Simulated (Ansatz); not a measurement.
`CC[NH][AlH2]`. Total charge 0; spin multiplicity 1.

```tsv
atom	x (Å)	y (Å)	z (Å)
C1	0.474	1.438	0.818
C2	0.769	0.262	-0.096
N3	-0.417	-0.289	-0.720
Al4	-1.105	-1.907	-0.540
H5	1.392	1.831	1.264
H6	-0.203	1.141	1.623
H7	-0.003	2.252	0.264
H8	1.499	0.571	-0.857
H9	1.253	-0.534	0.480
H10	-0.881	0.393	-1.304
H11	-2.434	-2.234	-1.338
H12	-0.343	-2.924	0.406
```

(1) Give the diagnostics of a CCSD(T)/def2-TZVPP run (frozen core, the Gaussian-basis code of Ansatz). (An estimate is asked.)

Results:

(1) The calculation gave: T1 = 0.0113, largest single amplitude 0.035, largest double 0.029, (T) share of the correlation energy 3.6 %, 9 CCSD cycles. The RHF solution is stable towards an unrestricted one. T1 lies under the customary mark of 0.02 for closed shells.
